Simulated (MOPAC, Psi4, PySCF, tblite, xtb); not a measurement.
Dimer CF4 ··· C3H9Al (SMILES FC(F)(F)F and [CH3][Al]([CH3])[CH3]), singlet at R = 3.11 Å between the centres of mass, closest contact 2.65 Å (lowest of the rigid-body minima from ten starts at GFN2-xTB). Geometry in Å and degrees:

```
Al
C 1 1.9664
H 2 1.1023 1 113.81
H 2 1.1056 3 107.59 1 -123.31
H 2 1.1056 3 107.57 4 -113.47
C 1 1.9664 2 120.00 3 0.25
H 6 1.1023 1 113.81 2 178.21
H 6 1.1054 7 107.65 1 123.47
H 6 1.1058 7 107.51 8 113.47
C 1 1.9664 2 119.99 3 -179.66
H 10 1.1023 1 113.79 2 0.13
H 10 1.1056 11 107.58 1 -123.28
H 10 1.1056 11 107.58 12 -113.47
F 5 2.6459 2 113.31 3 -115.75
C 14 1.3259 5 107.09 2 63.78
F 15 1.3259 14 109.48 5 9.21
F 15 1.3260 14 109.45 16 -120.00
F 15 1.3261 14 109.49 17 -120.01
```

- GFN2-xTB (tblite)
- SAPT0/jun-cc-pVDZ, frozen core (Psi4)
- PM3, restricted, heats of formation (MOPAC)
- PM6, restricted, heats of formation (MOPAC)
- GFN1-xTB (xtb)
- RKS-B3LYP/6-31G* = PySCF with restricted B3LYP/6-31G*, spherical d, no counterpoise correction
- RKS-B3LYP/6-311+G** = restricted B3LYP/6-311+G**, spherical d, no counterpoise correction (PySCF 2.14.0)
- RHF/3-21G = restricted Hartree-Fock/3-21G, no counterpoise correction (PySCF)

### Question
What interaction energy does each level give?

### Answer

```tsv
method	E_int / kJ/mol
GFN1-xTB	-56.41
GFN2-xTB	-23.54
PM6	-4.06
RHF/3-21G	-0.20
RKS-B3LYP/6-31G*	8.96
SAPT0/jun-cc-pVDZ	27.87
RKS-B3LYP/6-311+G**	33.72
PM3	121.65
```
